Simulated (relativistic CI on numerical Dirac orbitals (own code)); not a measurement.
## What each ingredient does to the levels of Os52+

Base calculation: Dirac-Coulomb-Breit CI, KLI orbitals optimised for each configuration, a model potential for QED, unscaled Slater integrals.

Configurations in the expansion (outside the closed core [Ne]): 3s²3p⁶3d⁶, 3s²3p⁵3d⁷, 3s²3p⁴3d⁸, 3s3p⁶3d⁷, 3p⁶3d⁸, 3s3p⁵3d⁸, 3s²3p⁶3d⁵4s, 3s²3p⁶3d⁵4p, 3s²3p⁴3d⁷4s, 3s²3p⁶3d⁵4d, 3s²3p⁵3d⁶4s, 3s²3p⁶3d⁵4f, 3s²3p⁶3d⁴4s², 3s3p⁶3d⁶4s, 3p⁶3d⁷4s, 3p⁶3d⁷4p. Levels of other configurations are missing.

The lowest level and the first level of each name with at least 55 % of one term (blank where a level has no safe partner in the second run):

```csv
Level,Base (eV),Shift (eV)
3s²3p⁶3d⁶ ³F4,0.000,0.000
3s²3p⁶3d⁶ ⁵D3,72.302,-0.205
3s²3p⁶3d⁶ ³H6,82.130,-0.203
3s²3p⁶3d⁶ ³G5,82.148,-0.202
3s²3p⁶3d⁶ ³P1,106.266,-0.203
3s²3p⁶3d⁶ ³F3,108.043,-0.199
3s²3p⁶3d⁶ ⁵D2,150.234,-0.404
3s²3p⁶3d⁶ ⁵D0,153.241,-0.402
3s²3p⁶3d⁶ ³H5,161.211,-0.406
3s²3p⁶3d⁶ ¹I6,164.706,-0.406
3s²3p⁶3d⁶ ¹D2,209.991,-0.395
3s²3p⁶3d⁶ ¹S0,228.477,-0.399
3s²3p⁵3d⁷ ⁵G°6,407.156,+0.668
3s²3p⁵3d⁷ ³P°0,418.628,+0.679
3s²3p⁵3d⁷ ⁵G°5,486.943,+0.471
3s²3p⁵3d⁷ ³I°7,508.714,+0.474
```

At this charge energies of transitions that change n are usually good to better than 1 %, and those within a shell (Δn = 0) to a few per cent.

**Question.** One thing was changed in a second run, which moved the levels as shown. Which?
A. QED terms removed
B. one mean potential for all configurations
C. Breit term removed
D. configuration mixing switched off

**Answer.** A. QED terms removed. QED shifts follow the density of s (and p1/2) electrons at the nucleus, so configurations move by their count of such electrons; where none moves, the smaller shifts of p3/2 electrons and of j = l + 1/2 against j = l − 1/2 set the pattern.

LS names give the leading component of a level, which can be under half, so a name can repeat, a term be missing and a line seem to break the LS rules.
